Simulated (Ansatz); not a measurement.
Ansatz results at the PBE0-D4/def2-TZVP geometry: HOMO energy (PBE/def2-TZVPP) -7.16 eV; size of the dipole moment (B3LYP/def2-TZVPP) 2.63 D; HOMO–LUMO gap (PBE0/def2-TZVPP) 5.90 eV.

Each molecule was computed in one conformer, which needn't be the lowest.

(1) Which molecule gave them?
A. `[NH2][W](=[O])(=[S])[Cl]`
B. `[O]=[W]([OH])([OH])([OH])[Cl]`
C. `[O]=[W]([OH])([OH])([F])[Cl]`
D. `[O]=[W](=[S])([Cl])[Cl]`

Answers

(1) B. The others give `[NH2][W](=[O])(=[S])[Cl]`: -6.52, 3.87, 5.22; `[O]=[W]([OH])([OH])([F])[Cl]`: -7.75, 2.15, 5.89; `[O]=[W](=[S])([Cl])[Cl]`: -6.98, 1.46, 4.74.

B3LYP here is the variant with VWN-RPA as its local correlation; programs differ in this.
